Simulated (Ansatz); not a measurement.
Reaction (ligand exchange at the As–O bond): `[SiH3]O[AsH2]` + NH₃ → `N[AsH2]` + `O[SiH3]`

Computed with Ansatz on PBE0-D4/def2-TZVP structures; ΔE is electronic, products minus reactants. CBS: MP2 limit from def2 TZ/QZ plus the TZ coupled-cluster correction, frozen cores. This one scheme is used for every species. DFT in def2-TZVPP. B3LYP here is the variant with VWN-RPA as its local correlation; programs differ in this. HSE06 is defined as in plane-wave codes. For As outer-core shells are correlated without core-valence functions, which leaves a few kJ/mol of doubt a bond. Scalar relativity is left out up to krypton.

```csv
level,ΔE (kcal/mol),difference from CCSD(T)/CBS
LDA (SPW92),2.2,-1.6
revPBE-D4,3.6,-0.2
BLYP-D4,5.1,1.3
r2SCAN-D4,3.8,0.0
B97M-V,5.0,1.2
B3LYP-D4,4.7,0.9
r2SCANh-D4,3.6,-0.2
r2SCAN0-D4,3.3,-0.5
HSE06-D4,3.1,-0.7
BHLYP-D4,4.8,1.0
ωB97X-V,3.8,0.0
ωB97M-V,3.7,-0.1
B2PLYP,3.9,0.1
PBE-QIDH,2.9,-0.9
PBE,2.9,-0.9
revPBE,2.9,-0.9
BLYP,4.0,0.2
r2SCAN,3.6,-0.2
PBE0,2.5,-1.3
B3LYP,3.7,-0.1
r2SCANh,3.4,-0.4
r2SCAN0,3.1,-0.7
BHLYP,3.6,-0.2
CAM-B3LYP,3.6,-0.2
LC-ωPBE,2.7,-1.1
RPA@PBE/def2-TZVPP,4.4,0.6
MP2/def2-SVP,4.1,0.3
CCSD/def2-SVP,4.3,0.5
CCSD(T)/def2-SVP,4.5,0.7
HF/def2-TZVPP,3.9,0.1
MP2/def2-TZVPP,3.5,-0.3
SCS-MP2/def2-TZVPP,4.0,0.2
CCSD/def2-TZVPP,3.6,-0.2
CCSD(T)/def2-TZVPP,3.8,0.0
HF/def2-QZVPP,4.3,0.5
MP2/def2-QZVPP,3.7,-0.1
SCS-MP2/def2-QZVPP,4.2,0.4
HF/CBS(def2),4.3,0.5
MP2/CBS(def2),3.6,-0.2
CCSD/CBS(def2),3.7,-0.1
CCSD(T)/CBS,3.8,0
```

Largest T1 diagnostic among the species: 0.012.

The D4 term adds +1.0 kcal/mol with B3LYP and +0.6 kcal/mol with PBE0; it sums over pairs of atoms, weighted by their polarisabilities, and B3LYP, whose exchange is more repulsive, gets the larger term. Leaving LDA and LC-ωPBE aside and taking each functional with its dispersion term where it has one, the values spread over 2.2 kcal/mol, from PBE-QIDH to BLYP-D4.
